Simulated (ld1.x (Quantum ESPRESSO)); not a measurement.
**What the settings do to the TM potential of palladium (Pd)**

Base potential:

- Element: palladium
- Generator: ld1.x (Quantum ESPRESSO) 7.5
- Type: norm-conserving Troullier–Martins (Kleinman–Bylander form)
- Functional: Wu–Cohen
- Relativity: scalar-relativistic
- Frozen core: [Ar] 3d10 4s2
- Valence charge: 16
- Reference configuration: 4p6 4d10 5s0
- Partial waves: 5s (bound, empty): rc 1.85 bohr; 4p (bound): rc 1.70 bohr; 4d (bound): rc 1.85 bohr
- Local potential: all-electron potential smoothed inside 1.35 bohr (lloc = -1)
- Core correction: none

Cutoffs, loose and tight: the cutoffs (Ry, on a coarse ladder) from which the occupation-weighted sum of valence levels, in a spherical-Bessel basis at the reference potential, stays within 10 and 1 mRy of its value at 400 Ry. They do not see the model core or the augmentation charge, which bear on the density cutoff. Test errors are all-electron minus pseudo excitation energies from the reference, over the configurations 4p6 4d9 5s0; 4p6 4d8 5s0; 4p6 4d7 5s0; 4p5 4d10 5s0; 4p6 4d9.5 5s0; 4p6 4d8 5s1; 4p6 4d6 5s0. A dash means not determined; rows that change the core or the reference have their own tests. The largest error is taken over the tests solved by every variant that gives reliable tests at all: 4p5 4d10 5s0; 4p6 4d6 5s0; 4p6 4d7 5s0; 4p6 4d8 5s0; 4p6 4d9 5s0; 4p6 4d9.5 5s0.

A true bound ghost makes a file unfit for plane-wave use even where its test errors are small: the radial tests pick states by their node count and pass the ghost by. Where a test does run into it, the solver fails or the error is huge.

| change | outcome | cutoff, loose | cutoff, tight | bound ghosts | largest test error (meV) |
| --- | --- | --- | --- | --- | --- |
| base | generated | 55 Ry | 80 Ry | s | -98 |
| local potential all-electron potential smoothed inside 0.72 bohr (lloc = -1) | generated | 55 Ry | 80 Ry | s | -93 |
| local potential all-electron potential smoothed inside 0.96 bohr (lloc = -1) | generated | 55 Ry | 80 Ry | s | -97 |
| local potential all-electron potential smoothed inside 1.24 bohr (lloc = -1) | generated | 55 Ry | 80 Ry | s | -100 |
| local potential all-electron potential smoothed inside 1.36 bohr (lloc = -1) | generated | 55 Ry | 80 Ry | s | -98 |
| local potential all-electron potential smoothed inside 1.70 bohr (lloc = -1) | generated | 55 Ry | 80 Ry | s | -110 |

Question: What comes out with this change to the base: local potential all-electron potential smoothed inside 2.18 bohr (lloc = -1)?

Answer: outcome: generated; cutoff, loose: 55 Ry; cutoff, tight: 80 Ry; bound ghosts: none; largest test error (meV): -302.

Question: What comes out with this change to the base: local potential all-electron potential smoothed inside 1.90 bohr (lloc = -1)?

Answer: outcome: generated; cutoff, loose: 55 Ry; cutoff, tight: 80 Ry; bound ghosts: s; largest test error (meV): -156.

Reading the sweep of the rcloc (base included, trends over the rows without a ghost): Bound ghosts are found at 0.72, 0.96, 1.24, 1.35, 1.36, 1.7, 1.9 bohr.
